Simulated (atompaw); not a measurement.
**Pseudopotential generation for fluorine: PAW (atompaw), PBE, scalar-relativistic.**

```json
{"Element": "F (Z = 9)", "Generator": "atompaw 4.2.0.5", "Type": "PAW", "Functional": "PBE", "Relativity": "scalar-relativistic", "Frozen core": "[He]", "Valence charge": "7", "Reference configuration": "2s2 2p5", "Partial waves": "2s (bound): rc 0.55 bohr; 2s channel at 1.65 Ry: rc 1.30 bohr; 2p (bound): rc 1.30 bohr; 2p channel at 0.95 Ry: rc 1.30 bohr", "Local potential": "bessel scheme, radius 0.85 bohr", "Core correction": "smooth core density matched at 0.80 bohr", "Augmentation charge": "besselshape compensation charge, radius 1.10 bohr; PAW radius 1.30 bohr; waves and projectors: custom polynom vanderbiltortho"}
```

All-electron outer shells of the reference configuration (PBE, scalar-relativistic, ld1.x):

```csv
shell,level (eV),outermost node (bohr),outermost maximum (bohr)
1s,-663.37,–,0.11
2s,-29.90,0.24,0.76
2p,-11.11,–,0.71
```

(1) Does the generator finish with these settings?

Results:

(1) No. atompaw 4.2.0.5 stopped with "atompaw: The overlap operator has at least one negative eigenvalue!": the overlap operator built from these waves and projectors is not positive definite.
